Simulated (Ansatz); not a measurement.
C2H6FGeN, SMILES `N[C]1(F)[CH2][GeH2]1`, charge 0, multiplicity 1.

Task: Give a relaxed structure at PBE0-D4/def2-TZVP (Ansatz 0.2.0). (Best estimate.)

Result: Ansatz gave: 
Z-matrix (Å, degrees):
```
C
F 1 1.395
C 1 1.509 2 112.4
N 1 1.394 2 114.8 3 -136.0
Ge 1 1.955 2 117.6 3 75.6
H 3 1.084 1 116.7 2 -135.0
H 3 1.085 1 114.9 2 3.8
H 4 1.010 1 112.9 2 -60.6
H 4 1.015 1 112.4 2 65.0
H 5 1.523 1 119.0 2 152.5
H 5 1.523 1 119.2 2 -5.7
```
This is one stationary point; other conformers may exist.
